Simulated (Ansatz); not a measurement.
Basis sets compared for the cluster Na3Cl3⁺. Charge 1, multiplicity 2. Geometry B3LYP-D4/def2-SVP. Ansatz on 4 threads of Intel Xeon on a shared host; times are rough, and most runs start from earlier orbitals.

```csv
atom,x (Å),y (Å),z (Å)
Na1,-0.1428,-0.0563,0.2606
Na2,1.8915,0.8533,-3.7188
Na3,-2.2999,-1.0512,4.5722
Cl4,-0.0617,1.3451,-2.0532
Cl5,1.8520,-0.5353,-1.5048
Cl6,-1.2391,-0.5557,2.4439
```

In the doublet, Cl4 and Cl5 lie 2.74 Å apart (atoms count from 1), so these atoms are partly bonded to each other. Another isomer (doublet) lies 0.17 eV lower at PBE0-D4/def2-TZVP; other spin states weren't run for this one.

| level | functions | energy (Eh) | HOMO (eV) | LUMO (eV) | wall time |
| --- | --- | --- | --- | --- | --- |
| PBE-D4/def2-SVP | 99 | -1866.0007 | -9.15 | -8.67 | 5.5 s |
| PBE0-D4/def2-SVP | 99 | -1866.1634 | -10.49 | -7.80 | 7 s |

(1) Estimate the rows for PBE-D4/def2-TZVP (with forces), PBE0-D4/def2-TZVP.

## Answers

(1) 
| level | functions | energy (Eh) | HOMO (eV) | LUMO (eV) | wall time |
| --- | --- | --- | --- | --- | --- |
| PBE-D4/def2-TZVP (with forces) | 207 | -1866.6430 | -9.35 | -8.84 | 11 s |
| PBE0-D4/def2-TZVP | 207 | -1866.7965 | -10.69 | -7.93 | 19 s |
